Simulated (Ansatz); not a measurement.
Computed with Ansatz on PBE0-D4/def2-TZVP structures; ΔE is electronic, products minus reactants. CCSD(T)/CBS adds triple-zeta CCSD(T) − MP2 to the extrapolated MP2 energy (def2 sets, frozen cores). DFT in def2-TZVPP. B3LYP here is the variant with VWN-RPA as its local correlation; programs differ in this. HSE06 is defined as in plane-wave codes. One conformer a species, not always the lowest.

`B[SiH2]N[SiH2]F` → `FBN([SiH3])[SiH3]`  (isomerisation)

```tsv
level	ΔE (kcal/mol)	difference from CCSD(T)/CBS
LDA (SPW92)	-34.4	-0.2
PBE-D4	-34.0	0.2
revPBE-D4	-34.0	0.2
B97M-V	-33.9	0.3
B3LYP-D4	-35.7	-1.5
r2SCANh-D4	-34.4	-0.2
r2SCAN0-D4	-34.7	-0.5
HSE06-D4	-34.4	-0.2
BHLYP-D4	-36.1	-1.9
CAM-B3LYP-D4	-35.7	-1.5
ωB97X-V	-34.1	0.1
ωB97M-V	-34.9	-0.7
B2PLYP	-36.0	-1.8
PBE-QIDH	-35.1	-0.9
PBE	-34.1	0.1
revPBE	-34.4	-0.2
BLYP	-36.0	-1.8
r2SCAN	-34.2	0.0
PBE0	-34.4	-0.2
B3LYP	-36.0	-1.8
r2SCANh	-34.4	-0.2
r2SCAN0	-34.7	-0.5
HSE06	-34.5	-0.3
BHLYP	-36.3	-2.1
CAM-B3LYP	-35.8	-1.6
LC-ωPBE	-33.6	0.6
RPA@PBE/def2-TZVPP	-35.6	-1.4
HF/def2-SVP	-43.8	-9.6
MP2/def2-SVP	-44.1	-9.9
CCSD(T)/def2-SVP	-43.6	-9.4
HF/def2-TZVPP	-38.7	-4.5
MP2/def2-TZVPP	-36.1	-1.9
SCS-MP2/def2-TZVPP	-36.3	-2.1
CCSD/def2-TZVPP	-35.6	-1.4
CCSD(T)/def2-TZVPP	-35.5	-1.3
HF/def2-QZVPP	-38.4	-4.2
MP2/def2-QZVPP	-35.3	-1.1
SCS-MP2/def2-QZVPP	-35.6	-1.4
HF/CBS(def2)	-38.3	-4.1
CCSD/CBS(def2)	-34.3	-0.1
CCSD(T)/CBS	-34.2	0
```

Largest T1 diagnostic among the species: 0.012.

At CCSD(T), def2-SVP lies −9.4 kcal/mol from the extrapolated value and def2-TZVPP −1.3 kcal/mol. Leaving LDA and LC-ωPBE aside and taking each functional with its dispersion term where it has one, the values spread over 2.1 kcal/mol, from BHLYP-D4 to B97M-V.
